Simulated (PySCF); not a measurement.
**Correlation energy of Tl⁺ (thallium, charge +1)**

[Xe] 4f14 5d10 6s2, closed-shell 1S. All numbers are calculated (PySCF 2.14, scalar relativity through the core potential, in aug-cc-pVQZ-PP with ECP60MDF (7s7p5d3f2g, 92 functions)). Frozen: 5s2 5p6 5d10; 2 electrons correlated.

With two correlated electrons CCSD is exact within the correlated space (frozen core and kept virtual orbitals).

```csv
level,correlation energy (mhartree)
CCSD,-27.93
```

Diagnostics: T1 = 0.0041, D1 = 0.0058, largest double amplitude 0.072.

Cost of the coupled-cluster step: of the order of 1.4 core-seconds, for 2 correlated electrons.
